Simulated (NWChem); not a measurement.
System: C3H6O; SMILES C1COC1

NWChem input:

```
start job
memory heap 200 mb stack 900 mb global 1100 mb
geometry units angstroms noautosym nocenter noautoz
  C      0.000000     0.000000     1.067013
  C      0.000000     1.025267    -0.073890
  O      0.000000     0.000000    -1.062901
  C      0.000000    -1.025267    -0.073890
  H      0.894540     0.000000     1.704708
  H     -0.894540     0.000000     1.704708
  H     -0.895206     1.670225    -0.137585
  H      0.895206     1.670225    -0.137585
  H      0.895206    -1.670225    -0.137585
  H     -0.895206    -1.670225    -0.137585
end
basis spherical
  * library def2-svp
end
dft
  xc pbe0
  iterations 150
end
cosmo
  do_cosmo_smd true
  solvent chcl3
end
task dft energy
```

NWChem printed, in part:

```
             Northwest Computational Chemistry Package (NWChem) 7.3.0
             --------------------------------------------------------

                             Geometry "geometry" -> ""
                             -------------------------

 Output coordinates in angstroms (scale by  1.889725989 to convert to a.u.)

  No.       Tag          Charge          X              Y              Z
 ---- ---------------- ---------- -------------- -------------- --------------
    1 C                    6.0000     0.00000000     0.00000000     1.06701300
    2 C                    6.0000     0.00000000     1.02526700    -0.07389000
    3 O                    8.0000     0.00000000     0.00000000    -1.06290100
    4 C                    6.0000     0.00000000    -1.02526700    -0.07389000
    5 H                    1.0000     0.89454000     0.00000000     1.70470800
    6 H                    1.0000    -0.89454000     0.00000000     1.70470800
    7 H                    1.0000    -0.89520600     1.67022500    -0.13758500
    8 H                    1.0000     0.89520600     1.67022500    -0.13758500
    9 H                    1.0000     0.89520600    -1.67022500    -0.13758500
   10 H                    1.0000    -0.89520600    -1.67022500    -0.13758500

 Effective nuclear repulsion energy (a.u.)     128.7521154426

                                 NWChem DFT Module
                                 -----------------

 Summary of "ao basis" -> "ao basis" (spherical)
 ------------------------------------------------------------------------------
       Tag                 Description            Shells   Functions and Types
 ---------------- ------------------------------  ------  ---------------------
 C                          def2-svp                 6       14   3s2p1d
 O                          def2-svp                 6       14   3s2p1d
 H                          def2-svp                 3        5   2s1p

 in cosmo_initialize ...
 calling solv_data for solv:chcl3

 solvent parameters
 solvname_short: chcl3
 solvname_long:  chloroform
 dielec:        4.7113
 dielecinf:     2.0906
 nonaqueous SMD model solvent descriptors
 dielec:        4.7113
 sola:          0.1500
 solb:          0.0200
 solc:          0.0000
 solg:         38.3900
 solh:          0.7500
 soln:          1.4459

[...]

                                COSMO-SMD solvation results
                                ---------------------------

             internal energy in gas <Psi(g)|H|Psi(g)> =      -192.739751926119
         internal energy in solvent <Psi(s)|H|Psi(s)> =      -192.739373076394
                               delta internal energy  =         0.000378849724 (    0.24 kcal/mol)
   total free energy in solvent <Psi(s)|H+V/2|Psi(s)> =      -192.743711628168
 polarization energy contribution <Psi(s)|V/2|Psi(s)> =        -0.004338551774 (   -2.72 kcal/mol)
    total free energy in solvent including G(SMD-CDS) =      -192.745578953427
                       G(SMD-CDS) energy contribution =        -0.001867325259 (   -1.17 kcal/mol)
     1 M fixed-concentration free energy of solvation =        -0.005827027308 (   -3.66 kcal/mol)

                       DFT Final Molecular Orbital Analysis
                       ------------------------------------

 Vector   14  Occ=2.000000D+00  E=-3.401539D-01
              MO Center=  7.8D-10,  3.0D-09,  2.6D-01, r^2= 2.3D+00
   Bfn.  Coefficient  Atom+Function         Bfn.  Coefficient  Atom+Function
  ----- ------------  ---------------      ----- ------------  ---------------
     5      0.379694   1 C  py               19     -0.290418   2 C  py
    47     -0.290418   4 C  py                8      0.185763   1 C  py
    22     -0.164427   2 C  py               50     -0.164427   4 C  py
    33      0.160217   3 O  py               20      0.154983   2 C  pz
    48     -0.154983   4 C  pz               67     -0.140469   7 H  s

 Vector   15  Occ=2.000000D+00  E=-3.216566D-01
              MO Center=  2.6D-10, -2.9D-09, -3.3D-01, r^2= 2.1D+00
   Bfn.  Coefficient  Atom+Function         Bfn.  Coefficient  Atom+Function
  ----- ------------  ---------------      ----- ------------  ---------------
    34      0.472605   3 O  pz               37      0.359082   3 O  pz
     6      0.306807   1 C  pz               20     -0.241027   2 C  pz
    48     -0.241027   4 C  pz               57      0.131260   5 H  s
    62      0.131260   6 H  s                31     -0.130211   3 O  s
     9      0.129456   1 C  pz               30     -0.110983   3 O  s

 Vector   16  Occ=2.000000D+00  E=-2.573329D-01
              MO Center=  1.0D-09,  3.3D-09, -6.2D-01, r^2= 2.2D+00
   Bfn.  Coefficient  Atom+Function         Bfn.  Coefficient  Atom+Function
  ----- ------------  ---------------      ----- ------------  ---------------
    32      0.535044   3 O  px               35      0.410883   3 O  px
    67      0.194809   7 H  s                72     -0.194809   8 H  s
    77     -0.194809   9 H  s                82      0.194809  10 H  s
    18     -0.161206   2 C  px               46     -0.161206   4 C  px
    68      0.149321   7 H  s                73     -0.149321   8 H  s

 Vector   17  Occ=0.000000D+00  E= 7.767627D-02
              MO Center=  1.3D-08, -1.8D-09,  5.9D-01, r^2= 6.4D+00
   Bfn.  Coefficient  Atom+Function         Bfn.  Coefficient  Atom+Function
  ----- ------------  ---------------      ----- ------------  ---------------
     3      1.342395   1 C  s                17      0.836135   2 C  s
    45      0.836135   4 C  s                58     -0.833041   5 H  s
    63     -0.833041   6 H  s                68     -0.748690   7 H  s
    73     -0.748690   8 H  s                78     -0.748690   9 H  s
    83     -0.748690  10 H  s                22      0.497156   2 C  py

[...]
```

Level: PBE0/def2-SVP, SMD on the gas-phase geometry. Geometry: optimised at PBE0/def2-SVP. Solvent: chloroform.
